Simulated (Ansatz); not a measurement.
Reaction: CH4BS (SMILES BS[CH2], doublet) → CH4BS (SMILES [BH]SC, doublet)
Each species at its own B3LYP-D3(BJ)/def2-TZVP minimum (Ansatz, a program for electronic structure).

Property: isomerisation energy (electronic), in kcal/mol. Radicals and triplets start from unrestricted determinants; spin-orbit coupling is neglected. CBS(X,Y): correlation extrapolated as X^-3, Hartree-Fock from the larger set. A bracket is a step between two methods taken in the basis named. The functionals are non-relativistic, so their misses hold any scalar relativity. '+ core + X2C': CCSD(T) terms for core correlation (cc-pwCVTZ, 1s frozen past Ne) and scalar relativity (cc-pVTZ-DK).

CCSD(T)/CBS(cc-pV(T+d)Z,cc-pV(Q+d)Z) + [CCSDT(Q) - CCSD(T)]/cc-pV(D+d)Z + core + X2C (Ansatz) gives 6.3 kcal/mol.

Task: How far off this value is PBE/def2-TZVPD (Ansatz), in which direction, and which of these levels come nearer: r2SCAN/def2-TZVPD, B3LYP/def2-TZVPD, PBE0/def2-TZVPD, wB97M-V/def2-TZVPD, CCSD(T)/CBS(cc-pV(T+d)Z,cc-pV(Q+d)Z) + core + X2C?

Result: PBE gives 6.2 kcal/mol, 0.1 kcal/mol below it. Differences of the others: r2SCAN/def2-TZVPD (Ansatz) 0.2; B3LYP/def2-TZVPD (Ansatz) 1.6; PBE0/def2-TZVPD (Ansatz) 0.1; wB97M-V/def2-TZVPD (Ansatz) 1.6; CCSD(T)/CBS(cc-pV(T+d)Z,cc-pV(Q+d)Z) + core + X2C (Ansatz) 0.0 kcal/mol. Nearer than PBE: CCSD(T)/CBS(cc-pV(T+d)Z,cc-pV(Q+d)Z) + core + X2C.
